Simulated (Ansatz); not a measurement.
# Redistribution: C2HF5 + C3H4F2 → C2H2F4 + C3H3F3

Species: C2HF5 (pentafluoroethane) `FC(F)C(F)(F)F`, singlet; C3H4F2 `C=C(F)CF`, singlet; C2H2F4 (1,1,2,2-tetrafluoroethane) `FC(F)C(F)F`, singlet; C3H3F3 `C=C(F)C(F)F`, singlet. The partners trade F for H; both sit on C, so the bond types are kept.

Shapes, held fixed at every level: PBE0-D4/def2-TZVP. Flexible molecules stand in one conformer, not always the lowest. Programs: Ansatz 0.2.0. The zero-point and thermal change to 298 K, harmonic and unscaled (PBE0-D4/def2-TZVP), is +2.0 kJ/mol.

```json
{"level": "HF/def2-SVP", "kind": "Hartree–Fock", "ΔH(298 K) (kJ/mol)": "+30.9", "less CCSD(T)/CBS estimate": "+6.4"}
{"level": "HF/def2-TZVPP", "kind": "Hartree–Fock", "ΔH(298 K) (kJ/mol)": "+27.3", "less CCSD(T)/CBS estimate": "+2.8"}
{"level": "SPW92/def2-TZVPP", "kind": "LDA", "ΔH(298 K) (kJ/mol)": "+29.7", "less CCSD(T)/CBS estimate": "+5.2"}
{"level": "PBE-D4/def2-TZVPP", "kind": "GGA", "ΔH(298 K) (kJ/mol)": "+23.8", "less CCSD(T)/CBS estimate": "-0.7"}
{"level": "BHLYP-D4/def2-TZVPP", "kind": "global hybrid", "ΔH(298 K) (kJ/mol)": "+25.2", "less CCSD(T)/CBS estimate": "+0.7"}
{"level": "wB97X-V/def2-TZVPP", "kind": "range-separated hybrid", "ΔH(298 K) (kJ/mol)": "+25.6", "less CCSD(T)/CBS estimate": "+1.1"}
{"level": "B2PLYP/def2-TZVPP", "kind": "double hybrid", "ΔH(298 K) (kJ/mol)": "+23.5", "less CCSD(T)/CBS estimate": "-1.0"}
{"level": "CCSD(T)/CBS estimate", "kind": "coupled cluster or CI", "ΔH(298 K) (kJ/mol)": "+24.5", "less CCSD(T)/CBS estimate": "0.0"}
```

The highest level, CCSD(T)/CBS estimate, gives ΔH(298 K) = +24.5 kJ/mol; the levels span +23.5 to +30.9. The column of differences is taken from that level and isn't an error. No measured value is set beside it here. The CBS estimate extrapolates MP2 from def2-TZVPP and def2-QZVPP and adds CCSD(T) − MP2 in the triple-zeta set, cores frozen.
